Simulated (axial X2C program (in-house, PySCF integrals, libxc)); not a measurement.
**Spin–orbit effects down a group: molecules with Cl (ions), CCSD**

Calculated with an in-house all-electron X2C program for linear molecules (integrals from PySCF), spin-free (one-electron X2C) or two-component (2c: spin–orbit coupling with atomic mean-field Coulomb and Gaunt terms, which also bring small scalar terms), in Dyall basis sets with cores contracted in-house; open shells are unrestricted.

Basis sets: Be dyall-av3z, Ca dyall-acv3z, Cl dyall-av3z, Mg dyall-av3z, Sr dyall-acv3z. Frozen shells (counts by l): BeCl⁻ Cl 2s1p, Be 1s, 10 electrons correlated; MgCl⁻ Cl 2s1p, Mg 2s1p, 10 electrons correlated; CaCl⁻ Ca 3s2p, Cl 2s1p, 10 electrons correlated; SrCl⁻ Sr 4s3p1d, Cl 2s1p, 10 electrons correlated. Coupled cluster in natural virtuals with an MP2 remainder. Where the outer core of a metal is frozen, bonds come out longer and ionisation energies lower.

```csv
molecule,spin-free state,Re (Å),ωe (cm⁻¹),De (eV),2c state,Re 2c (Å),ωe 2c (cm⁻¹),De 2c (eV)
BeCl⁻,"M_S = 0, Λ = 0",1.937,573.4,1.52,Ω = 0,1.937,573.3,1.52
MgCl⁻,"M_S = 0, Λ = 0",2.381,306.7,1.31,Ω = 0,2.382,306.6,1.31
CaCl⁻,"M_S = 0, Λ = 0",2.610,279.3,1.87,Ω = 0,2.610,279.3,1.87
SrCl⁻,"M_S = 0, Λ = 0",2.751,230.8,1.91,Ω = 0,2.751,230.6,1.90
```

Fragments in 2c: Cl- + Be, Cl- + Mg, Ca + Cl-, Sr + Cl-. Each entry is the lowest single determinant of a limited PBE0 search at one distance. De goes to single-determinant-based atoms at the same level (for ions the charge split of lowest energy) and is withheld (n/a) where an atom does not fit its ground term or J level. Main or longest-lived isotopes.
